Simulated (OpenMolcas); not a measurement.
Ni3+ (d7) among equal point charges was computed by CASSCF with the d shell active (OpenMolcas, ANO-RCC-VTZP on the metal). Its lowest spin-free states, and all those of the highest spin:

```tsv
2S+1	Degeneracy	E (cm-1)
4	1	0.0
4	2	637.0
4	1	2111
4	2	3407
4	1	5649
2	1	21246
4	2	22346
2	1	22450
2	2	22705
2	1	23141
2	1	23441
2	2	23882
4	1	26786
```

Is the site octahedral, tetrahedral or cube-like, axial, or of lower symmetry?

The states with 2S+1 = 4 have orbital degeneracies 1, 2, 1, 2, 1, 2, 1. There are pairs but no triples, so the site is axial: not cubic, but with a proper or improper axis of order three or more. The run had Ni3+ among 5 point charges of -2 e arranged as a square pyramid (C4v), 1.83 Å from the ion, with the axial distance 1.482 Å.

Spin-orbit coupling mixes the spin-free states strongly: the lowest level takes only 64 % from its leading state, an unlabelled state of the same spin as most of the rest. Without dynamic correlation the repulsion within the d shell is too large (B by tens of per cent), so at a given field states of lower spin stand too high. Point charges give a weaker field than real ligands, and real ions of this kind are often low spin; the high spin found here belongs to the model. Point charges carry no covalency, so the field is a model and not that of real ligands. An unlabelled pair can be two single states that coincide in this model. No measured value stands beside these numbers.
